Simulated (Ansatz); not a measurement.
Program: Ansatz. Geometries: PBE0-D4/def2-TZVP. ΔE: electronic, gas phase. CCSD(T)/CBS adds triple-zeta CCSD(T) − MP2 to the extrapolated MP2 energy (def2 sets, frozen cores). This one scheme is used for every species. Functionals use def2-TZVPP. B3LYP here is the variant with VWN-RPA as its local correlation; programs differ in this. Triplets are unrestricted, without spin–orbit coupling. Each species was taken in one conformer, which may not be the lowest.

Consider the formal loss of a carbene: `[CH3][AlH][S]C` → `[CH2]` (triplet) + `[CH3][AlH][SH]`.

Task: Is it downhill or uphill in electronic energy at CCSD(T)/CBS, and by how much? (Best estimate.)

Result: The calculation gave: Uphill: ΔE = +413.3 kJ/mol.

Task: What do these levels give: B3LYP-D4, r2SCANh-D4, ωB97X-V, ωB97M-V, PBE-QIDH, BLYP, r2SCAN, RPA@PBE/def2-TZVPP, CCSD/def2-SVP, HF/def2-TZVPP, MP2/def2-TZVPP, MP2/CBS(def2)? (Best estimate.)

Result: Ansatz gave: B3LYP-D4 407.5, r2SCANh-D4 388.9, ωB97X-V 423.3, ωB97M-V 415.1, PBE-QIDH 408.1, BLYP 394.0, r2SCAN 389.1, RPA@PBE/def2-TZVPP 393.4, CCSD/def2-SVP 376.8, HF/def2-TZVPP 262.0, MP2/def2-TZVPP 413.6, MP2/CBS(def2) 427.3 kJ/mol.

Task: What do rigid-rotor, harmonic-oscillator terms from PBE0-D4/def2-TZVP frequencies (298.15 K, 1 bar) make of the CCSD(T)/CBS value? (Best estimate.)

Result: Computed: ΔZPE = -32.9 kJ/mol, ΔH = +386.0 kJ/mol, ΔS = 152 J/(mol·K), ΔG = +340.6 kJ/mol. Open shells count their whole term as degenerate. Modes under 50 cm⁻¹ make the entropy rough.

Largest T1 diagnostic among the species: 0.011.

From BLYP to BHLYP (50 % exact exchange), in def2-TZVPP and without D4, ΔE moves by −8.9 kJ/mol. In def2-TZVPP, CCSD(T) changes the Hartree–Fock value by +137.7 kJ/mol (the triples alone add +12.6 kJ/mol) and MP2 by +151.6 kJ/mol. At CCSD(T), def2-SVP lies −27.3 kJ/mol from the extrapolated value and def2-TZVPP −13.7 kJ/mol.
